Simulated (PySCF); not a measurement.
Numbering as in the mapped SMILES `[SH:1][SiH:2]1[CH2:3][CH2:4][CH2:5]1` (H(Xn): hydrogen on atom n). Ha(C3), Ha(C4), Ha(C5) are cis to S1 on the ring; Hb(C3), Hb(C4), Hb(C5) are trans to S1 on the ring.

Geometry: PBE0-D3(BJ)/def2-SVP; GIAO shifts from PySCF, gas phase, non-relativistic, averaged over equivalent atoms.

At PBE0/6-31G (69 basis functions, 6.1 s wall time on 1 thread of an Arm Neoverse V2, shared host):
| atoms | δ (ppm) |
| --- | --- |
| S1 | -208.6 |
| Si2 | 33.0 |
| C4 | 20.5 |
| C3/C5 | 19.9 |
| H(Si2) | 5.07 |
| Ha(C4) | 2.29 |
| Hb(C4) | 2.25 |
| Ha(C3)/Ha(C5) | 1.66 |
| Hb(C3)/Hb(C5) | 1.40 |
| H(S1) | 0.24 |

Shifts are taken against calculated references (same method and geometry level): CS2 for 33S (σref 540.71); 29Si (σref 444.75), 13C (σref 199.54), 1H (σref 32.61) against TMS.

Question: Predict the values at PBE0/def2-SVP on the same geometry.

Answer: 
| atoms | δ at PBE0/def2-SVP | change |
| --- | --- | --- |
| S1 | -181.1 | +27.5 |
| Si2 | 5.4 | -27.6 |
| C4 | 17.5 | -3.0 |
| C3/C5 | 18.5 | -1.4 |
| H(Si2) | 5.45 | +0.38 |
| Ha(C4) | 2.00 | -0.29 |
| Hb(C4) | 1.50 | -0.75 |
| Ha(C3)/Ha(C5) | 1.28 | -0.38 |
| Hb(C3)/Hb(C5) | 1.21 | -0.19 |
| H(S1) | 0.64 | +0.40 |

References, each an isolated molecule treated in the same way: CS2 for 33S (σ = 567.50 ppm); 29Si (σ = 407.17 ppm) and 13C (σ = 193.72 ppm) and 1H (σ = 31.34 ppm) against TMS.

The largest change is at Si2 (silicon bonded to 2 C, S, H, in a 4-membered ring). Cost: 118 basis functions, 10 s wall time on 1 thread of an Arm Neoverse V2, shared host.
